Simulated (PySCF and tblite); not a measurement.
2-formyl-1-fluorobenzene, C7H5FO, numbered as in [O:1]=[CH:2][c:3]1[cH:4][cH:5][cH:6][cH:7][c:8]1[F:9]. Conformers came from 90 starts (ETKDG and KDG, MMFF94s, GFN2-xTB); geometries are PBE0-D3(BJ)/def2-SVP. Weights use CAM-B3LYP-D3(BJ)/def2-TZVP (IEF-PCM, chloroform) energies plus GFN2-xTB zero-point and thermal terms (modes under about 100 cm⁻¹ blended into free rotors). Symmetry numbers and mirror images are counted. Conformers within 3 kcal/mol (GFN2-xTB free energy) were kept, 8 at most. GIAO shieldings: PBE0/pcSseg-1 (IEF-PCM, chloroform). Couplings: B3LYP/pcSseg-1 with pcJ-1 on H, F (gas phase; spin-dipole term only for pairs with B, N, F, Si or P). Shifts are against TMS (¹H), TMS (¹³C), CFCl3 (¹⁹F) at the same level. Run with PySCF (density fitting) and tblite.

Torsions listed: O1–C2–C3–C4.

Two conformers hold nearly all the population. I: -178°; δ(C4) = 144.13 ppm. II: 0°; δ(C4) = 135.44 ppm. The average over the ensemble at 298.15 K is 136.39 ppm.

What populations and free-energy difference follow from a two-state model?

p(I) = (136.39 − 135.44)/(144.13 − 135.44) = 0.11, so K = p(II)/p(I) = 8.15 and G(II) − G(I) = −RT ln K = -1.24 kcal/mol. The weights computed directly are 10.9 % and 89.1 %.
